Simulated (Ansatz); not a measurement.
O2Pb2, SMILES [O]1[Pb]2=[Pb]1[O]2.

Geometry optimised at B3LYP-D3(BJ)/def2-SVP. The def2 effective core potentials stand for the cores of Pb; spin–orbit coupling is left out.

Two levels are set side by side: PBE/def2-SVPD (Ansatz, a quantum-chemistry and plane-wave program) and ωB97X-V/def2-SVPD (Ansatz). Energy differences of separate SCF runs at the same geometry; the states with an electron removed or added have multiplicity 2 and 2. Differences are taken from unrounded values.

```csv
quantity,ωB97X-V
vertical ionisation energy (eV),8.49
vertical electron affinity (eV),0.36
vertical singlet–triplet gap (eV),3.20
```

Task: What does PBE give, and how far is it from ωB97X-V? (An estimate is asked for; the answer gives what the named calculation found.)

Result: 
```json
[
 {"quantity": "vertical ionisation energy (eV)", "PBE": "8.35", "PBE minus ωB97X-V": "-0.13"},
 {"quantity": "vertical electron affinity (eV)", "PBE": "0.69", "PBE minus ωB97X-V": "0.33"},
 {"quantity": "vertical singlet–triplet gap (eV)", "PBE": "2.72", "PBE minus ωB97X-V": "-0.48"}
]
```
